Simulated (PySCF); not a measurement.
PySCF 2.14 output of an unrestricted BHandHLYP calculation on a single atom or ion in ANO-RCC-VTZP, with scalar relativity by spin-free X2C-1e:

```
SCF conv_tol = 1e-09
number electrons alpha = 28  beta = 27
    A. D. Becke.,  J. Chem. Phys. 98, 1372 (1993)
    Defined through Gaussian implementation.
cycle= 1 E= -8491.35109627599  delta_E= -0.00288  |g|= 0.0124  |ddm|= 0.0707
cycle= 2 E= -8491.35117738694  delta_E= -8.11e-05  |g|= 0.00504  |ddm|= 0.0162
cycle= 3 E= -8491.35118593129  delta_E= -8.54e-06  |g|= 0.00068  |ddm|= 0.00408
cycle= 4 E= -8491.35118752698  delta_E= -1.6e-06  |g|= 0.000198  |ddm|= 0.00316
cycle= 5 E= -8491.35118777305  delta_E= -2.46e-07  |g|= 7.37e-05  |ddm|= 0.00143
cycle= 6 E= -8491.351187813  delta_E= -4e-08  |g|= 8.38e-06  |ddm|= 0.000787
cycle= 7 E= -8491.35118781325  delta_E= -2.46e-10  |g|= 9.12e-07  |ddm|= 6.4e-05
converged SCF energy = -8491.35118781325  <S^2> = 0.7500513  2S+1 = 2.0000513
```

The run itself started from symmetry-adapted Hartree-Fock orbitals and held the occupation by maximum overlap, on a logarithmic radial grid, so the iterations belong to that start.

Q: Which element, charge and spin multiplicity is this?

A: La²⁺ (lanthanum, charge +2), multiplicity 2; the state was [Xe] 6p1, 2P determinant (an excited configuration).

Spin-orbit coupling, absent here, splits the open shell strongly.
